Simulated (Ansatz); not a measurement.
The pair A = SiH4 (SMILES [SiH4]) (first 5 atoms), B = CH2O (SMILES C=O); geometry from B3LYP-D3(BJ)/def2-TZVP.
(charge 0, multiplicity 1):
```xyz
9

Si     0.02590     0.24184     0.17650
H      1.29877    -0.01850     0.88782
H      0.35532     0.70756    -1.19357
H     -0.72858     1.30836     0.86870
H     -0.77654    -0.99446     0.08274
C      0.44806    -0.36435     3.84109
O     -0.47938    -0.67453     3.14585
H      0.44248    -0.54009     4.93317
H      1.35545     0.11274     3.42521
```

Frozen-core correlation. MP2 and its Hartree–Fock in aug-cc-pV(Q+d)Z, aug-cc-pV(T+d)Z are density fitted.

Codes used: Ansatz (Gaussian basis) for Hartree–Fock, density functionals and correlated methods. Values without a source in brackets are computed.

The counterpoise-corrected interaction energy is E(AB) − E(A in the pair's basis) − E(B in the pair's basis). Total energies (hartree):

| level | AB | A in the pair's basis | B in the pair's basis |
|---|---|---|---|
| HF/aug-cc-pV(T+d)Z | -405.1780215 | -291.2637725 | -113.9142410 |
| MP2/aug-cc-pV(T+d)Z | -405.7289419 | -291.4094942 | -114.3163193 |
| HF/aug-cc-pV(Q+d)Z | -405.1891446 | -291.2674869 | -113.9216157 |
| MP2/aug-cc-pV(Q+d)Z | -405.7732631 | -291.4214896 | -114.3484609 |
| MP2/aug-cc-pV(D+d)Z | -405.5936731 | -291.3723306 | -114.2186646 |
| CCSD(T)/aug-cc-pV(D+d)Z | -405.6548158 | -291.4071555 | -114.2450158 |

### Question
Work out the counterpoise-corrected interaction energy at the basis-set limit: extrapolate the MP2 correlation part as X⁻³, take Hartree–Fock from the larger set, and add the CCSD(T) − MP2 difference of aug-cc-pV(D+d)Z.

### Answer

1. Differences (1 hartree = 627.509 kcal/mol): HF/aug-cc-pV(T+d)Z -0.005; MP2/aug-cc-pV(T+d)Z -1.963; HF/aug-cc-pV(Q+d)Z -0.026; MP2/aug-cc-pV(Q+d)Z -2.079; MP2/aug-cc-pV(D+d)Z -1.680; CCSD(T)/aug-cc-pV(D+d)Z -1.659.
2. Correlation parts, MP2 less HF: -1.958 in aug-cc-pV(T+d)Z (X = 3), -2.052 in aug-cc-pV(Q+d)Z (X = 4).
3. Limit (4³·(-2.052) − 3³·(-1.958))/(4³ − 3³) = -2.121; with HF/aug-cc-pV(Q+d)Z it gives -2.147.
4. CCSD(T) less MP2 in aug-cc-pV(D+d)Z: 0.021.
Result: -2.13 kcal/mol, against -1.96 at MP2/aug-cc-pV(T+d)Z. It is an estimate of this method's limit, not of the exact value.

Ansatz is a program for electronic structure.
